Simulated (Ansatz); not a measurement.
System (SMILES): [S]=[Ge] (S-Ge) (closed-shell singlet).
Atoms: Ge1, S2. Bonds: Ge1-S2.

Basis-set convergence of the highest harmonic wavenumber at MP2 with Ansatz (a quantum-chemistry and plane-wave program). Each level at its own minimum, finite differences of forces, unscaled; the reference is a large set that could be run, not a limit. All functions are spherical. Cores are frozen (with 3d on Ga to Br). No added dispersion term, no relativity. Reference: the value in def2-QZVPP, 580 cm⁻¹, itself unsure by roughly 3 cm⁻¹ (its mean distance from cc-pV(Q+d)Z, aug-cc-pV(T+d)Z, def2-TZVPPD). Deviations are taken from unrounded values.

| basis | functions | highest harmonic wavenumber (cm⁻¹) |
|---|---|---|
| cc-pV(D+d)Z | 50 | 578 |
| aug-cc-pV(D+d)Z | 68 | 564 |
| cc-pV(T+d)Z | 82 | 580 |
| aug-cc-pV(T+d)Z | 114 | 575 |
| def2-TZVPP | 90 | 580 |
| def2-TZVPPD | 105 | 578 |

What the diffuse functions change, pair by pair:
- cc-pV(D+d)Z to aug-cc-pV(D+d)Z: 18 more functions, deviation -2 to -16 cm⁻¹
- cc-pV(T+d)Z to aug-cc-pV(T+d)Z: 32 more functions, deviation -1 to -6 cm⁻¹
- def2-TZVPP to def2-TZVPPD: 15 more functions, deviation 0 to -2 cm⁻¹

They bring the value nearer the reference by more than 3 cm⁻¹ in 0 of 3 pairs.
